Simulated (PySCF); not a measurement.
PdC: from constants to spectrum

PBE0 constants of PdC, ³Π (triplet), unpaired electrons σ ↑, π ↑ (basis Pd def2-TZVPP with ECP28, C def2-TZVPP; scalar-relativistic core potentials; PySCF 2.14; masses 105.9035 and 12.0000 u):

```
ωe                  : 776.9 cm⁻¹
ωexe                : 5.09 cm⁻¹
Be                  : 0.51687 cm⁻¹
αe                  : 0.00455 cm⁻¹
D (centrifugal)     : 9.15e-07 cm⁻¹
De to Pd (4d10) + C : 3.33 eV
```

(1) Give the vibrational terms G(v) and spacings up to v = 6.

(2) How well does the Morse estimate ωe²/(4ωexe) reproduce De, and what is D0?

The metal atom is held in its measured ground configuration; semilocal functionals can put another filling of s and d lower by some tenths of an eV, and De to that atom would be smaller. These are scalar-relativistic numbers at best; spin–orbit coupling would shift them, the dissociation energy most. The state is the lowest single determinant that the PBE0 search found; with open d or f shells the true ground state can be another one.

Results:

(1) G(v) = ωe(v+½) − ωexe(v+½)².

```tsv
v	G(v) (cm⁻¹)	G(v) − G(v−1)	Bv (cm⁻¹)
0	387.2		0.5146
1	1153.9	766.7	0.5100
2	1910.4	756.5	0.5055
3	2656.8	746.4	0.5009
4	3393.0	736.2	0.4964
5	4119.0	726.0	0.4918
6	4834.8	715.8	0.4873
```

(2) It gives 3.68 eV, 110 % of the computed De. D0 = De − G(0) = 3.33 − 0.05 = 3.28 eV.
